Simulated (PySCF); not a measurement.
Output of ΔSCF core-hole calculations on `C=C[Si]1(O[SiH3])CCC1`.

Computed with PySCF 2.14.0, delta-SCF UKS SCAN, pcX-2 on the ionised atom, pcseg-1 elsewhere, spin-free X2C. Atoms in this output count from 0. The cycles run on a coarse integration grid; for E(ground) and E(ion) the exchange–correlation energy is redone on a finer one, so they differ from the last cycle, and only they enter the binding energy.

Atom n of the output is atom n + 1 of `[CH2:1]=[CH:2][Si:3]1([O:4][SiH3:5])[CH2:6][CH2:7][CH2:8]1`.

```
ground state, core basis on atom 1 (C), 211 functions
  cycle   1  E = -853.03315018  |g| = 6.25e-02
  cycle   2  E = -853.03227490  |g| = 6.41e-02
  cycle   3  E = -853.03295287  |g| = 3.95e-02
  cycle   4  E = -853.03338689  |g| = 4.86e-03
  cycle   5  E = -853.03339147  |g| = 1.16e-03
  cycle   6  E = -853.03339221  |g| = 4.03e-04
  E(ground) = -853.11213288 Eh
hole in C 1s of atom 1
  cycle   1  E = -841.79313261  |g| = 1.51e+00
  cycle   2  E = -839.41220415  |g| = 2.22e+00
  cycle   3  E = -842.10635109  |g| = 6.41e-01
  cycle   4  E = -842.28225624  |g| = 4.47e-01
  ...
  cycle  12  E = -842.37921004  |g| = 1.15e-03
  cycle  13  E = -842.37921203  |g| = 5.63e-04
  cycle  14  E = -842.37921382  |g| = 2.95e-04
  E(ion) = -842.45670574 Eh   <S^2> = 0.8111   hole on atom = 1.000
```

Task: What is the C 1s binding energy of atom 1?

Result: (-842.456706 − (-853.112133)) Eh × 27.2114 eV/Eh = 289.95 eV, for the alkene CH carbon.

```
ground state, core basis on atom 2 (Si), 222 functions
  cycle   1  E = -853.13595670  |g| = 2.89e-01
  cycle   2  E = -853.13552624  |g| = 6.37e-02
  cycle   3  E = -853.13363949  |g| = 9.85e-02
  cycle   4  E = -853.13624238  |g| = 2.14e-02
  cycle   5  E = -853.13635323  |g| = 2.83e-03
  cycle   6  E = -853.13635442  |g| = 5.41e-04
  cycle   7  E = -853.13635484  |g| = 2.30e-04
  E(ground) = -853.17413950 Eh
hole in Si 1s of atom 2
  cycle   1  E = -784.20164415  |g| = 4.35e+00
  cycle   2  E = -783.92347029  |g| = 2.34e+00
  cycle   3  E = -784.48242171  |g| = 1.13e+00
  cycle   4  E = -785.14219089  |g| = 4.66e-01
  ...
  cycle   9  E = -785.26992825  |g| = 3.26e-03
  cycle  10  E = -785.26993441  |g| = 9.74e-04
  cycle  11  E = -785.26993534  |g| = 2.66e-04
  E(ion) = -785.31546565 Eh   <S^2> = 0.7523   hole on atom = 1.000
```

Task: What is the Si 1s binding energy of atom 2?

Result: (-785.315466 − (-853.174140)) Eh × 27.2114 eV/Eh = 1846.53 eV, for the oxygen-bound silicon.

```
ground state, core basis on atom 6 (C), 211 functions
  cycle   1  E = -853.03272836  |g| = 5.83e-02
  cycle   2  E = -853.03266085  |g| = 2.44e-02
  cycle   3  E = -853.03267498  |g| = 2.32e-02
  cycle   4  E = -853.03281213  |g| = 2.57e-03
  cycle   5  E = -853.03281404  |g| = 6.14e-04
  cycle   6  E = -853.03281454  |g| = 1.14e-04
  E(ground) = -853.11160977 Eh
hole in C 1s of atom 6
  cycle   1  E = -841.78183183  |g| = 1.51e+00
  cycle   2  E = -840.89544758  |g| = 1.97e+00
  cycle   3  E = -842.30061066  |g| = 3.67e-01
  cycle   4  E = -842.34235661  |g| = 1.96e-01
  ...
  cycle   9  E = -842.35768984  |g| = 1.97e-03
  cycle  10  E = -842.35769414  |g| = 8.22e-04
  cycle  11  E = -842.35769555  |g| = 2.96e-04
  E(ion) = -842.43530899 Eh   <S^2> = 0.7718   hole on atom = 1.000
```

Task: What is the C 1s binding energy of atom 6?

Result: (-842.435309 − (-853.111610)) Eh × 27.2114 eV/Eh = 290.52 eV, for the four-membered-ring carbon.

The ground state is recomputed for each atom, because the flexible core basis sits on the ionised atom alone; energies of different blocks can't be mixed. One conformer (not necessarily the lowest) at the PBE0-D3(BJ)/def2-SVP geometry, without solvent, vibrations or thermal averaging.

Hardware: Arm Neoverse V2, one thread, shared host with 32 logical CPUs at a one-minute load of 14. Cost: 2.2 min, 0.80 GiB resident at most.

The values belong to the conformer `[CH2:1]=[CH:2][Si:3]1([O:4][SiH3:5])[CH2:6][CH2:7][CH2:8]1`: C1–C2–Si3–O4 -133°, C2–Si3–O4–Si5 -172°.
Labels such as C1 count atoms from 1, the log's own numbers from 0.
